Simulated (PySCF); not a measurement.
`c1c(C#N)ccc2n[se]nc21`, C7H3N3Se

Molfile (atoms numbered from 1):
```
C7H3N3Se
     RDKit          3D

 14 15  0  0  0  0  0  0  0  0999 V2000
    3.7782   -0.6371    0.6937 N   0  0  0  0  0  0  0  0  0  0  0  0
    2.6695   -0.4304    0.4904 C   0  0  0  0  0  0  0  0  0  0  0  0
    1.3030   -0.1647    0.2366 C   0  0  0  0  0  0  0  0  0  0  0  0
    0.9003    1.1884    0.0522 C   0  0  0  0  0  0  0  0  0  0  0  0
   -0.3987    1.5097   -0.1978 C   0  0  0  0  0  0  0  0  0  0  0  0
   -1.3540    0.4729   -0.2727 C   0  0  0  0  0  0  0  0  0  0  0  0
   -2.6512    0.6292   -0.5093 N   0  0  0  0  0  0  0  0  0  0  0  0
   -3.4219   -0.9397   -0.5086 Se  0  0  0  0  0  2  0  0  0  0  0  0
   -1.9316   -1.7855   -0.1800 N   0  0  0  0  0  0  0  0  0  0  0  0
   -0.9441   -0.8996   -0.0852 C   0  0  0  0  0  0  0  0  0  0  0  0
    0.4043   -1.2037    0.1721 C   0  0  0  0  0  0  0  0  0  0  0  0
    1.6538    1.9593    0.1150 H   0  0  0  0  0  0  0  0  0  0  0  0
   -0.7163    2.5301   -0.3403 H   0  0  0  0  0  0  0  0  0  0  0  0
    0.7079   -2.2294    0.3116 H   0  0  0  0  0  0  0  0  0  0  0  0
  1  2  3  0
  2  3  1  0
  3  4  1  0
  4  5  2  0
  5  6  1  0
  6  7  2  0
  7  8  1  0
  8  9  1  0
  9 10  2  0
 10 11  1  0
 11  3  2  0
 10  6  1  0
  4 12  1  0
  5 13  1  0
 11 14  1  0
M  END
```

Method: quadratic response wB97X-D/def2-SVPD first hyperpolarisability, Taylor convention, gas phase in PySCF. Geometry: GFN2-xTB.

The calculation is non-relativistic, which matters for the atoms heavier than Zn.

Question: Give the tensor of the second harmonic β(−2ω;ω,ω) at 1064 nm in the axes of these coordinates.

Answer: In au, Taylor convention; rows are the first index (the induced dipole):
```tsv
	xx	yy	zz	xy	xz	yz
x	+277.7	+2.0	+96.2	+222.9	-4.4	+44.4
y	+198.6	+30.7	+23.5	+55.0	+33.8	+9.2
z	+0.2	-0.2	+42.6	+38.7	+82.8	+21.4
```
Norm of βᵢ = ⅓ Σⱼ (βᵢⱼⱼ + βⱼᵢⱼ + βⱼⱼᵢ): 485.3 au, hyper-Rayleigh value 203.8 au.
